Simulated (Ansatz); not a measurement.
Species: sum formula Si2N2H8 (charge 0, singlet). 
Geometry from a B3LYP-D3(BJ)/def2-TZVP (Ansatz, a program for electronic structure) optimisation:
SMILES: [SiH2](N)N[SiH3]
```xyz
12

N      2.2216     0.9187    -0.0011
Si     1.0984    -0.3576    -0.2317
N     -0.3869     0.0113     0.5648
Si    -2.0129    -0.1240    -0.0083
H      2.0493     1.8538    -0.3341
H      3.2059     0.7277     0.0922
H      1.7970    -1.5497     0.3087
H      0.6933    -0.6302    -1.6328
H     -0.2888     0.2867     1.5341
H     -1.9949    -0.0504    -1.4854
H     -2.8255     0.9869     0.5454
H     -2.6764    -1.3935     0.3853
```

Basis-set convergence of Hartree-Fock and CCSD(T) correlation energies (hartree) with Ansatz. Correlated levels leave the core frozen unless marked. No spin-orbit coupling. Non-relativistic.

```json
[
 {"basis": "cc-pV(D+d)Z", "functions": "114", "E(HF)": "-691.51359", "E(corr, CCSD(T))": "-0.61898"},
 {"basis": "cc-pV(T+d)Z", "functions": "250", "E(HF)": "-691.58840", "E(corr, CCSD(T))": "-0.75825"},
 {"basis": "cc-pV(Q+d)Z", "functions": "478", "E(HF)": "-691.60541", "E(corr, CCSD(T))": "-0.80274"}
]
```

Extrapolating the two largest sets (X = 3 and 4) as X^-3: E(corr) = (64·(-0.80274) - 27·(-0.75825))/37 = -0.8352 Eh, an estimate of the basis-set limit. The largest set recovers 96.1 % of it, the smallest 74.1 %.
